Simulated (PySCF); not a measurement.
Molecule: SMILES C=[CH][Sn]([OH])([O]C)[O]C (C4H10O3Sn). Atoms near the plane z = 0.0 Å, at the GFN2-xTB optimised geometry (x, y, z in Å): Sn3 (-1.6, -1.1, 0.0), O4 (-2.2, 0.8, 0.0), O7 (0.4, -1.1, 0.0), C8 (1.2, -0.5, 1.0), H12 (-2.2, 1.1, -0.9), H17 (2.2, -0.5, 0.6).

Method: B3LYP/def2-SVP, def2 effective core potentials past Kr (PySCF). The core electrons that the potentials of Sn replace are not part of the density. Cells within 0.4 Å of a nucleus heavier than hydrogen are left out (blank, or x). The values are rescaled to run from 0 to 1.

```
|33333333333333333333333333333|
|33333333333333333333333333333|
|33333333333333333333333333333|
|33333333333333333333333333333|
|33333333333333333333333333333|
|33333322223333333333333333333|
|33322222222233333333333333333|
|33222222222223333333333333333|
|32222222211222333333333333333|
|22211258621122333333333333333|
|22111599981122333333333333333|
|2210199xx93122333333333333333|
|221019xxx96333333444333333333|
|32211899999754334554444433333|
|33223699999996445786665443333|
|33345999999999899999898544333|
|33458999999999999999998544333|
|34469999xxx9999xx997676543333|
|34469999xxx9999xx994444433333|
|34469999999999999932233333333|
|33457999999999775111223333333|
|33446899999996310001223333333|
|33345689999985310011223333333|
|33344567899865321122223333333|
|33344456676654332222233333333|
|33344455555554433333333333333|
|33344445555544433333333333333|
|33444444444444433333333333333|
|33444444444444433333333333333|
```
Scale: ten equal steps from 0.000 (start of '0') to 1.00 (end of '9'), in the order '0123456789'; x runs from -4.50 to 4.50, y from -4.50 (bottom) to 4.50 (top).

Problem. Which quantity is mapped?
A. Laplacian of the electron density
B. deformation density (molecule minus spherical neutral atoms)
C. log10 of the electron density
D. electrostatic potential

Solution. D, electrostatic potential. In full: electrostatic potential (hartree/e), clipped to [-0.08, 0.12].
